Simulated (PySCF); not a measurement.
Br₂Zn, singlet, at a GFN2-xTB geometry (such geometries of metal compounds can be far from the true shape); PySCF with REVPBE/cc-pVDZ.

PySCF was given this input:
```python
from pyscf import gto, scf, dft

mol = gto.M(
    atom='''
Zn   -0.00812161   -0.01195013   -0.01326557
Br   -0.24664341    1.76351145   -1.42520509
Br    0.25360479   -1.75326848    1.43657557
''',
    basis='cc-pvdz',
    verbose=4,
)

mf = dft.RKS(mol)
mf.xc = 'revpbe'
mf.kernel()
```

It wrote (shortened):

```
PySCF version 2.14.0

[INPUT] verbose = 4
[INPUT] num. atoms = 3
[INPUT] num. electrons = 100
[INPUT] charge = 0
[INPUT] spin (= nelec alpha-beta = 2S) = 0
[INPUT] symmetry False subgroup None
[INPUT] Mole.unit = angstrom
[INPUT] Symbol           X                Y                Z      unit          X                Y                Z       unit  Magmom
[INPUT]  1 Zn    -0.008121610000  -0.011950130000  -0.013265570000 AA   -0.015347618591  -0.022582472853  -0.025068294186 Bohr   0.0
[INPUT]  2 Br    -0.246643410000   1.763511450000  -1.425205090000 AA   -0.466088495329   3.332553658035  -2.693247291436 Bohr   0.0
[INPUT]  3 Br     0.253604790000  -1.753268480000   1.436575570000 AA    0.479243596978  -3.313197250032   2.714734384541 Bohr   0.0

nuclear repulsion = 629.307127694067
number of shells = 19
number of NR pGTOs = 276
number of NR cGTOs = 97
basis = cc-pvdz
ecp = {}

******** <class 'pyscf.dft.rks.RKS'> ********
method = RKS
initial guess = minao
damping factor = 0
level_shift factor = 0
DIIS = <class 'pyscf.scf.diis.CDIIS'>
diis_start_cycle = 1
diis_space = 8
diis_damp = 0
SCF conv_tol = 1e-09
SCF conv_tol_grad = None
SCF max_cycles = 50
direct_scf = True
direct_scf_tol = 1e-13
XC library pyscf.dft.libxc version 7.1.2
    S. Lehtola, C. Steigemann, M. J. T. Oliveira, and M. A. L. Marques,  SoftwareX 7, 1–5 (2018)
XC functionals = revpbe
    Y. Zhang and W. Yang,  Phys. Rev. Lett. 80, 890 (1998)
    J. P. Perdew, K. Burke, and M. Ernzerhof,  Phys. Rev. Lett. 77, 3865 (1996)
    J. P. Perdew, K. Burke, and M. Ernzerhof,  Phys. Rev. Lett. 78, 1396 (1997)
radial grids:
    Treutler-Ahlrichs [JCP 102, 346 (1995); DOI:10.1063/1.469408] (M4) radial grids

becke partition: Becke, JCP 88, 2547 (1988); DOI:10.1063/1.454033
pruning grids: <function nwchem_prune>
grids dens level: 3
symmetrized grids: False
atomic radii adjust function: <function treutler_atomic_radii_adjust>
small_rho_cutoff = 0
Set gradient conv threshold to 3.16228e-05
Initial guess from minao.
tot grids = 61488
init E= -6924.94794670645
  HOMO = -0.2806693494806  LUMO = -0.087692527569482  gap/eV = 5.25117
cycle= 1 E= -6927.08087924429  delta_E= -2.13  |g|= 1.16  |ddm|= 1.84
  HOMO = -0.232165069005893  LUMO = -0.139130678334312  gap/eV = 2.53159
cycle= 2 E= -6926.31092920738  delta_E= 0.77  |g|= 2.81  |ddm|=  2.4
  HOMO = -0.263736329043058  LUMO = -0.104640412218321  gap/eV = 4.32922
cycle= 3 E= -6927.24253003697  delta_E= -0.932  |g|= 0.176  |ddm|= 1.76
  HOMO = -0.256661790384746  LUMO = -0.107284985600304  gap/eV = 4.06475
cycle= 4 E= -6927.23982101914  delta_E= 0.00271  |g|= 0.127  |ddm|= 0.273
  HOMO = -0.262275142130288  LUMO = -0.10424077077082  gap/eV = 4.30033
cycle= 5 E= -6927.24588417044  delta_E= -0.00606  |g|= 0.00716  |ddm|= 0.169
  HOMO = -0.262098052879681  LUMO = -0.104064838506866  gap/eV = 4.30030
cycle= 6 E= -6927.24589018812  delta_E= -6.02e-06  |g|= 0.00133  |ddm|= 0.00526
  HOMO = -0.26225792958843  LUMO = -0.104198278272344  gap/eV = 4.30102
cycle= 7 E= -6927.24589058567  delta_E= -3.98e-07  |g|= 0.000129  |ddm|= 0.00135
  HOMO = -0.262232641513653  LUMO = -0.104179515460119  gap/eV = 4.30084
cycle= 8 E= -6927.24589059018  delta_E= -4.51e-09  |g|= 3.71e-06  |ddm|= 0.000147
  HOMO = -0.262233007812753  LUMO = -0.104179696002977  gap/eV = 4.30085
cycle= 9 E= -6927.24589059018  delta_E=    0  |g|= 1.28e-06  |ddm|= 5.05e-06
  HOMO = -0.262232998719183  LUMO = -0.104179770517105  gap/eV = 4.30085
Extra cycle  E= -6927.24589059019  delta_E= -1e-11  |g|= 1.33e-06  |ddm|= 2.17e-06
converged SCF energy = -6927.24589059019
```
